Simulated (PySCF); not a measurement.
**Worked example: chemical shift, span and skew from a shielding tensor**

C₃H₉NSi₂, SMILES CC1=C[SiH2]N[SiH2]1. Atoms are numbered in the order given.

```xyz
15

C      0.6792    -2.5640     0.0000
C      0.3973    -1.0863     0.0000
C      1.3505    -0.1269     0.0000
Si     0.7366     1.6454     0.0000
N     -0.9788     1.3102     0.0000
Si    -1.3625    -0.3897     0.0000
H      1.7598    -2.7773     0.0000
H      0.2310    -3.0520     0.8832
H      0.2310    -3.0520    -0.8832
H      2.4135    -0.4074     0.0000
H      1.1928     2.4190    -1.1970
H      1.1928     2.4190     1.1970
H     -1.6850     2.0381     0.0000
H     -2.1413    -0.8374     1.1975
H     -2.1413    -0.8374    -1.1975
```
Charge 0, spin multiplicity 1.

The structure is a stationary point at B3LYP-D3(BJ)/def2-SVP. This is a generated structure with no PubChem entry under its InChIKey; it may be hypothetical.

GIAO shieldings from PySCF with PBE/pcSseg-1, non-relativistic, no solvent. The symmetric part of the tensor of Si6 has the principal values 304.3, 339.3, 442.4 ppm. The same nucleus in TMS has σ = 335.4 ppm at this level (PySCF, at its B3LYP-D3(BJ)/def2-TZVP geometry).

Problem. Work out the isotropic shielding, the ²⁹Si shift against TMS, the span and the skew.

Solution. 
σ(iso) = (σ11 + σ22 + σ33)/3 = 362.0 ppm. δ = σ(ref) − σ(iso) = 335.4 − (362.0) = -26.6 ppm.
Span Ω = σ33 − σ11 = 138.1 ppm. Skew κ = 3(σ(iso) − σ22)/Ω = 0.49. Tumbling in solution averages the tensor to δ; in a static solid the shielding alone would spread this spin-1/2 line over Ω.
